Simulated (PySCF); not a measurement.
SMILES COc1ccccc1OC (GFN2-xTB optimised geometry):

```
20

C     -2.691    -1.789     0.012
O     -1.288    -1.718     0.001
C     -0.703    -0.486     0.000
C     -1.382     0.720     0.000
C     -0.685     1.922     0.000
C      0.692     1.922     0.000
C      1.389     0.720     0.000
C      0.710    -0.486     0.000
O      1.295    -1.718     0.001
C      2.697    -1.789     0.000
H     -3.128    -1.323    -0.878
H     -2.930    -2.851     0.014
H     -3.112    -1.322     0.909
H     -2.460     0.740    -0.001
H     -1.233     2.852    -0.001
H      1.240     2.851     0.000
H      2.467     0.740     0.000
H      2.937    -2.852     0.000
H      3.125    -1.323    -0.894
H      3.128    -1.322     0.893
```

Computed with CAM-B3LYP/def2-SVP run with PySCF.

Question: What are the frontier orbital energies and the dipole moment?

Answer: HOMO-2 -10.40 eV, HOMO-1 -8.06 eV, HOMO -7.00 eV, LUMO 1.49 eV, LUMO+1 1.62 eV; dipole moment 0.24 D.

Meta-Löwdin charges at CAM-B3LYP/def2-SVP: C1 -0.07, O2 -0.34, C3 0.19, C4 -0.17, C5 -0.12, C6 -0.12, C7 -0.17, C8 0.19, O9 -0.34, C10 -0.07, H11 0.09, H12 0.12, H13 0.09, H14 0.11, H15 0.10, H16 0.10, H17 0.11, H18 0.12, H19 0.09, H20 0.09.
